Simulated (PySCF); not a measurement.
**BrWN, triplet: molecular constants**

These are results of UPBE0 in PySCF with W def2-TZVP with ECP60, N def2-TZVP, Br def2-TZVP; scalar-relativistic core potentials, no spin–orbit coupling; density-fitted integrals, not measurements.

The structure is a minimum.

| Quantity | Value |
| --- | --- |
| Point group | Cs |
| Bond lengths | W–Br 2.419 Å, W–N 1.654 Å |
| Bond angles | Br–W–N 108.6° |
| Zero-point energy | 9.6 kJ/mol |
| Spin squared ⟨S²⟩ | 2.042 |
| Principal quadrupole moments (Buckingham, traceless) about the centre of mass | -9.51, 1.34, 8.17 D Å |
| Enthalpy at 298.15 K above 0 K | 12.66 kJ/mol |
| Lowest empty level (α) | -3.54 eV |
| Principal polarisabilities | 63.3, 64.0, 86.9 bohr³ |
| Heat capacity Cp at 298.15 K | 49.3 J/(mol K) |
| Dipole moment | 4.29 D |
| Rotational symmetry number | 1 |
| Rotational constants | 0.5531, 0.04869, 0.04475 cm⁻¹ |
| Highest occupied level (α) | -6.63 eV |
| Entropy at 298.15 K and 1 bar (electronic part: spin only) | 315.8 J/(mol K) |
| Atomisation energy without zero-point energy | 964 kJ/mol |

Harmonic modes (masses in u: W 183.951, N 14.003, Br 78.918):
```
symmetry  ω (cm⁻¹)  IR (km/mol)  μ (u)     type
      a'       197          6.1  17.00     bend
      a'       271         29.6  78.31    mixed
      a'      1135         65.3  14.98  stretch
```

Charges (e):
| atom | Mulliken | Löwdin | polar tensor | spin (Mulliken) | Mayer order to W1 |
| --- | --- | --- | --- | --- | --- |
| W1 | 0.70 | 0.23 | 1.07 | 2.34 | – |
| N2 | -0.36 | -0.28 | -0.60 | -0.33 | 2.95 |
| Br3 | -0.34 | 0.04 | -0.47 | -0.01 | 1.08 |

Mulliken populations on W1 (electrons outside its core potential): s 2.70, p 6.23, d 4.33, f 0.05.

Outer orbital energies (eV). α occupied: -10.53, -9.78, -9.39, -9.12, -8.93, -8.08, -6.93, -6.63; empty: -3.54, -1.92, -0.89, 0.14. β occupied: -21.30, -20.08, -10.36, -9.63, -9.12, -8.93, -8.79, -8.06; empty: -3.02, -2.37, -2.16, -0.89.

Formally W is in oxidation state +4, d2, with 2 unpaired electrons (the high-spin count). The Mulliken spin on W is 2.34. The polar-tensor charge on W, 1.07, is far below the formal one.

This need not be the most stable arrangement of these atoms. Other spin states or occupations of the open shell can lie lower. No spin–orbit coupling is included, which matters more the heavier the element.

The final relaxation and frequency run took 110 s on 4 threads of a shared Arm Neoverse N1 host, with 119 basis functions and 14 gradients; the process peaked at 1.1 GiB. Launch command: `OMP_NUM_THREADS=4 python axn.py task.json out`.
